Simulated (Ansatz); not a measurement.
`[CH3][GeH2][Cl]` + H₂Te → `[CH3][GeH2][TeH]` + HCl at 700 K and 1 bar (ligand exchange at a Ge–Cl bond).

Computed with Ansatz on PBE0-D4/def2-TZVP structures; ΔE is electronic, products minus reactants. CBS: MP2 limit from def2 TZ/QZ plus the TZ coupled-cluster correction, frozen cores. This one scheme is used for every species. Elements past krypton have def2 core potentials. For Ge, Te outer-core shells are correlated without core-valence functions, which leaves a few kJ/mol of doubt a bond. Scalar relativity is left out up to krypton.

| species | CCSD(T)/CBS energy (Eh) | H − E (kJ/mol) | S (J/(mol·K)) |
| --- | --- | --- | --- |
| `[CH3][GeH2][Cl]` | -2576.99593 | 200.1 | 400.7 |
| H₂Te | -268.91024 | 57.2 | 261.6 |
| `[CH3][GeH2][TeH]` | -2385.52242 | 224.7 | 452.7 |
| HCl | -460.38127 | 38.4 | 211.8 |

H − E and S are ideal-gas, rigid-rotor, harmonic terms from PBE0-D4/def2-TZVP, for one conformer and one mirror image of each species. 1 Eh = 2625.50 kJ/mol, R = 8.31446 J/(mol·K).

**Question.** By hand: ΔE, ΔH, ΔS and ΔG.

**Answer.** ΔE = (-2385.52242) + (-460.38127) − (-2576.99593) − (-268.91024) = 0.00248 Eh = 6.5 kJ/mol. Δ(H − E) = 224.7 + 38.4 − 200.1 − 57.2 = 5.8, so ΔH = 12.3 kJ/mol. ΔS = 452.7 + 211.8 − 400.7 − 261.6 = 2.2 J/(mol·K). ΔG = 12.3 − 700 × (2.2)/1000 = 10.8 kJ/mol.

**Question.** By hand: the equilibrium constant, and the temperature at which ΔG would vanish if ΔH and ΔS stayed fixed.

**Answer.** log₁₀ K = −ΔG/(RT ln 10) = -0.8. ΔG = 0 at ΔH/ΔS = 5591 K, far beyond where these terms or the molecules hold.

The number of gas molecules stays the same, so ΔS is small and ΔH decides. A doubt of 5 kJ/mol in ΔE shifts log₁₀ K by 0.4 here. Other conformers and mirror images would add mixing entropy, several J/(mol·K) or more a flexible species. These are equilibria of isolated gas molecules and say nothing of rates. Largest T1 diagnostic: 0.010 (customary marks: 0.02 for closed shells, 0.045 for open ones).
